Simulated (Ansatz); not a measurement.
A run for Ansatz (an electronic-structure program): R-SVWN5/def2-TZVPP on BeH+, 2S+1 = 1, a spin state set in the input, which need not be the lowest, a point of a bond scan (R = 1.332 Å). Charge +1.

Ansatz 0.2 input:
```yaml
crystal:
  periodic: [false, false, false]
  atoms:
    - {symbol: H, position_ang: [0.00000000, 0.00000000, 0.00000000]}
    - {symbol: Be, position_ang: [0.00000000, 0.00000000, 1.33208500]}
basis:
  gaussian:
    orbitals: def2-TZVPP
    pivot_positions_ang: [[0.00000000, 0.00000000, 0.00000000], [0.00000000, 0.00000000, 1.33208500]]
hamiltonian:
  xc: {name: SVWN5}
total_charge: 1
output: {forces: true, orbitals: {seedname: ./end}}
```

Program output:

```
WARN ansatz: RAYON_NUM_THREADS=2 ignored (pool sized by the plan → 2); use --threads N
Functional definition: SVWN5
integrals: 0.00 GiB planned
200 factors; their error is unknown
mean field: 0.06 GiB planned
mean field evaluation 1: about -398.8537 eV, gradient 1.9e1 eV
mean field evaluation 2: about -398.8634 eV, gradient 1.5e1 eV
mean field evaluation 4: about -400.3682 eV, gradient 1.4e-1 eV
mean field evaluation 8: about -400.3658 eV, gradient 7.9e-2 eV
mean field -400.36576989 eV, -14.7131706658 hartree, gradient 2.2e-5 eV, S^2 0.000000; 0 other end points of the search recorded, 0 dependent functions left out
the calculation of the forces begins
reference -400.36579514 eV, -14.7131715937 hartree; 2, 2 occupied and 31, 31 virtual orbitals, 200 factors
Total energy: -400.36579514 eV, -14.7131715937 hartree
Atom 0 at     0.000000     0.000000     0.000000 Å, force    -0.000000    -0.000000    -0.189101 eV/Å
Atom 1 at     0.000000     0.000000     1.332085 Å, force     0.000000     0.000000     0.189101 eV/Å
Dipole moment:    -0.000000     0.000000     0.707009 e Å
```

The run converged.

Cost: about 0.22 core-seconds (a rough figure).
